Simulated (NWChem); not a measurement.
System: SiH₂S, singlet; SMILES [SiH]S

The following NWChem deck was run.

```
start job
memory heap 200 mb stack 900 mb global 1100 mb
geometry units angstroms noautoz
  Si     0.102644     1.169331     0.000000
  H     -1.442525     1.251138     0.000000
  S     -0.063485    -0.972778     0.000000
  H      1.273977    -1.255669     0.000000
end
basis spherical
  Si library def2-svp
  H library def2-svp
  S library def2-svp
end
dft
  xc rpbe cpbe96
  iterations 150
  mulliken
end
task dft energy
```

Excerpt of the output:

```
             Northwest Computational Chemistry Package (NWChem) 7.3.0
             --------------------------------------------------------

 CS  symmetry detected

                             Geometry "geometry" -> ""
                             -------------------------

 Output coordinates in angstroms (scale by  1.889725989 to convert to a.u.)

  No.       Tag          Charge          X              Y              Z
 ---- ---------------- ---------- -------------- -------------- --------------
    1 Si                  14.0000     0.06280450     1.14647618     0.00000000
    2 H                    1.0000    -1.48404474     1.18516797     0.00000000
    3 S                   16.0000    -0.04353223    -0.99943209     0.00000000
    4 H                    1.0000     1.30129752    -1.24492111     0.00000000

 Effective nuclear repulsion energy (a.u.)      72.2814061639

      Symmetry information
      --------------------

 Group name             Cs
 Group number              2
 Group order               2
 No. of unique centers     4

  pbe96 is a nonlocal functional; adding pw91lda local functional.

                                 NWChem DFT Module
                                 -----------------

 Summary of "ao basis" -> "ao basis" (spherical)
 ------------------------------------------------------------------------------
       Tag                 Description            Shells   Functions and Types
 ---------------- ------------------------------  ------  ---------------------
 Si                         def2-svp                 8       18   4s3p1d
 H                          def2-svp                 3        5   2s1p
 S                          def2-svp                 8       18   4s3p1d

      Symmetry analysis of basis
      --------------------------

        a'         34
        a"         12

            General Information
            -------------------
          SCF calculation type: DFT
          Wavefunction type:  closed shell.
          No. of atoms     :     4
          No. of electrons :    32
           Alpha electrons :    16
            Beta electrons :    16
          Charge           :     0
          Spin multiplicity:     1
          Use of symmetry is: on ; symmetry adaption is: on
          Maximum number of iterations: 150
          AO basis - number of functions:    46
                     number of shells:    22
          Convergence on energy requested:  1.00D-06
          Convergence on density requested:  1.00D-05
          Convergence on gradient requested:  5.00D-04

              XC Information
              --------------
                          RPBE Exchange Functional  1.000
            Perdew 1991 LDA Correlation Functional  1.000 local
           PerdewBurkeErnz. Correlation Functional  1.000 non-local

             Grid Information
             ----------------
          Grid used for XC integration:  medium
          Radial quadrature: Mura-Knowles
          Angular quadrature: Lebedev.
          Tag              B.-S. Rad. Rad. Pts. Rad. Cut. Ang. Pts.
          ---              ---------- --------- --------- ---------
          Si                  1.10       88           8.0       590
          H                   0.35       45          10.0       434
          S                   1.00       88           8.0       590
          Grid pruning is: on
          Number of quadrature shells:   266
          Spatial weights used:  Erf1

      Superposition of Atomic Density Guess
      -------------------------------------

 Sum of atomic energies:        -687.08442080

      Non-variational initial energy
      ------------------------------

 Total energy =    -687.353707
 1-e energy   =   -1094.782357
 2-e energy   =     335.147244
 HOMO         =      -0.230298
 LUMO         =      -0.053940

      Symmetry analysis of molecular orbitals - initial
      -------------------------------------------------

  Numbering of irreducible representations:

     1 a'          2 a"

  Orbital symmetries:

     1 a'          2 a'          3 a'          4 a'          5 a'
     6 a"          7 a'          8 a'          9 a'         10 a"
    11 a'         12 a'         13 a'         14 a'         15 a"
    16 a'         17 a"         18 a'         19 a'         20 a'
    21 a'         22 a'         23 a'         24 a'         25 a"
    26 a"

     ---------------------------------------------
      Total Density - Mulliken Population Analysis
     ---------------------------------------------

    Atom       Charge   Shell Charges
 -----------   ------   -------------------------------------------------------
    1 Si  14    13.55   2.00  1.99  1.25  0.60  5.93  0.76  0.93  0.09
    2 H    1     1.19   0.72  0.46  0.01
    3 S   16    16.46   2.00  1.99  1.21  0.64  5.94  1.80  2.85  0.03
    4 H    1     0.80   0.58  0.20  0.03

   convergence    iter        energy       DeltaE   RMS-Dens  Diis-err
 ---------------- ----- ----------------- --------- --------- ---------
 d= 0,ls=0.0,diis     1   -688.5584264985 -7.61D+02  2.06D-02  2.12D-01
 d= 0,ls=0.0,diis     2   -688.5195656871  3.89D-02  1.81D-02  3.30D-01
 d= 0,ls=0.0,diis     3   -688.5721992270 -5.26D-02  7.35D-03  7.39D-02
 d= 0,ls=0.0,diis     4   -688.5868979488 -1.47D-02  1.98D-03  3.90D-03
 d= 0,ls=0.0,diis     5   -688.5876776600 -7.80D-04  5.01D-04  1.65D-04
  Resetting Diis
 d= 0,ls=0.0,diis     6   -688.5877192200 -4.16D-05  9.56D-05  1.14D-05
 d= 0,ls=0.0,diis     7   -688.5877218872 -2.67D-06  4.49D-05  6.22D-07
 d= 0,ls=0.0,diis     8   -688.5877216894  1.98D-07  3.27D-05  1.65D-06
 d= 0,ls=0.0,diis     9   -688.5877219867 -2.97D-07  7.66D-06  9.66D-08

         Total DFT energy =     -688.587721986746
      One electron energy =    -1095.735200909775
           Coulomb energy =      382.060946305667
    Exchange-Corr. energy =      -47.194873546493
 Nuclear repulsion energy =       72.281406163856

 Numeric. integr. density =       31.999993871657

[...]
```

Level: RPBE/def2-SVP. Low-valent species are run as closed-shell singlets; no triplet was tried in these runs. Geometry: optimised at PBE-D3(BJ)/def2-SVP.
